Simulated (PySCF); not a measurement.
Static response to an electric field

C₈H₁₃P.
Cartesian coordinates in Å at the PBE0-D3(BJ)/def2-SVP level; atoms count from 1:
```
atom  x, y, z in Å
C1     1.8404    1.6131   -1.2098
C2     1.4511    0.3890   -0.4499
C3     2.0287   -0.0728    0.6696
C4     1.4329   -1.2909    1.3125
C5     0.4809   -1.9353    0.2954
P6     0.0267   -0.6558   -0.9855
C7    -1.3307    0.2521   -0.1426
C8    -2.7532   -0.0816   -0.5094
C9    -2.1573    1.2117   -0.9588
H10    2.6923    2.1286   -0.7416
H11    2.1110    1.3661   -2.2491
H12    0.9991    2.3243   -1.2660
H13    2.8817    0.4358    1.1356
H14    0.8994   -0.9965    2.2362
H15    2.2113   -2.0008    1.6381
H16   -0.4248   -2.3653    0.7484
H17    0.9896   -2.7513   -0.2415
H18   -1.1453    0.5372    0.8999
H19   -3.5005   -0.0629    0.2884
H20   -2.9153   -0.8597   -1.2618
H21   -2.4866    2.1356   -0.4768
H22   -1.9120    1.3194   -2.0200
```

Level: B3LYP/def2-SVPD (PySCF), static field, nuclei fixed, core orbitals frozen in the response. The polarisability tensor in these axes (au):

```
x   130.45  -1.85  12.33
y    -1.85 113.76 -13.44
z    12.33 -13.44 110.00
```

Task: Diagonalise the tensor; give its mean and Δα, where Δα² is half the sum of the squared differences of the eigenvalues.

Result: Principal values 96.21, 119.20 and 138.81 au; mean 118.07 au = 17.50 Å³ = 19.47 × 10⁻⁴⁰ C²·m²/J; Δα = 36.93 au (31 % of the mean).

Task: What is the dipole moment, and where does it point?

Result: (0.03, 0.39, 1.33) D, 1.39 D in size, pointing from the negative to the positive side. Measured along this direction, the outermost atoms are H11 and H22 at the negative end and H14 at the positive end.

Task: Refractivity n − 1 of an ideal gas of it at 273.15 K and 1 atm, from the electronic α?

Result: N = p/kT = 2.6868 × 10¹⁹ cm⁻³, so n − 1 = 2π × N × 17.50 × 10⁻²⁴ cm³ = 2954 × 10⁻⁶ at long wavelengths.

Task: Directions of the eigenvectors, and the extent of the frame along each?

Result: Largest value along (0.80, -0.33, 0.50), where the nuclei span 6.22 Å; middle along (0.54, 0.75, -0.38), 5.63 Å; least along (-0.25, 0.57, 0.78), 3.48 Å. The response follows the extents in order.

Task: Traceless (Buckingham) quadrupole moment about the centre of nuclear charge: eigenvalues?

Result: -3.57, 1.12, 2.46 D·Å. The values depend on the origin, since the dipole doesn't vanish. The electronic extent ⟨r²⟩ about the same centre is 1493 bohr², a root-mean-square distance of 2.35 Å for the 76 electrons.

Geometry: PBE0-D3(BJ)/def2-SVP, one conformer, isolated molecule.
